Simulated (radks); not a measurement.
The bismuth ion Bi6+, 77 electrons, occupied as [Xe] 4f14 5d9.

Method: non-relativistic Kohn-Sham, TPSS, spin-polarised, spherical densities, point nucleus; open shells are filled with parallel spins first (spin-orbit coupling, left out, can overturn this in heavy ions); meta-GGA in the generalised Kohn-Sham scheme; relativity is left out, which matters for an element this heavy; computed with a radial shooting solver on a logarithmic mesh with Libxc functionals.

Energy parts (eV):
| part | energy |
|---|---|
| total | -546692.50 |
| kinetic | 546571.70 |
| electron-nucleus | -1294935.30 |
| Hartree | 211664.71 |
| exchange-correlation | -9993.61 |

Orbitals (lengths in bohr, moments of r in powers of bohr; r(90%) holds 90 % of the orbital's charge):
orbital  occ.  eigenvalue (eV)  r(90%)       <r^4>
1s up       1        -81143.97  0.0324   4.964e-07
1s down     1        -81143.97  0.0324   4.964e-07
2s up       1        -13772.75   0.117  0.00007920
2s down     1        -13772.62   0.117  0.00007920
2p up       3        -13268.34   0.104  0.00004946
2p down     3        -13268.24   0.104  0.00004946
3s up       1        -3359.531   0.280    0.002642
3s down     1        -3359.490   0.280    0.002642
3p up       3        -3119.406   0.272    0.002323
3p down     3        -3119.359   0.272    0.002323
3d up       5        -2672.841   0.246    0.001526
3d down     5        -2672.745   0.246    0.001526
4s up       1        -813.0033   0.598     0.05604
4s down     1        -812.9294   0.598     0.05603
4p up       3        -706.8289   0.609     0.05953
4p down     3        -706.7420   0.609     0.05952
4d up       5        -511.1653   0.630     0.06749
4d down     5        -511.0442   0.630     0.06744
4f up       7        -245.8888   0.679     0.09266
4f down     7        -245.7297   0.679     0.09233
5s up       1        -197.6642    1.30       1.266
5s down     1        -196.8274    1.30       1.264
5p up       3        -161.1649    1.40       1.664
5p down     3        -160.2894    1.40       1.664
5d up       5        -100.4486    1.69       3.480
5d down     4         -99.5640    1.69       3.509
6s up       0         -68.1411    2.80       26.99
6s down     0         -67.7539    2.81       27.32
6p up       0         -57.6380    3.09       39.65
6p down     0         -57.3289    3.09       40.14

The highest occupied level is 5d down at -99.564 eV. Virial ratio -V/T = 2.00022. The electron density at the nucleus is 4.112e+05 e/bohr^3. For comparison, the ionisation energy in NIST's Atomic Spectra Database is 103 eV (theoretical). In exact Kohn-Sham theory the highest level is minus the ionisation energy, but local and semilocal functionals leave it too shallow, through self-interaction and a potential that decays too fast; potentials with the right tail come closer. Spin moment in Bohr magnetons: 1. Summed over all electrons, <r^2> = 29.33 bohr^2, which gives a Langevin (diamagnetic) susceptibility term of -23.2 x 10^-6 cm^3/mol. The spin density at the nucleus is -0.8378 e/bohr^3 (1s -0.0026, 2s -0.2084, 3s -0.1275, 4s 0.3040, 5s -0.8033).
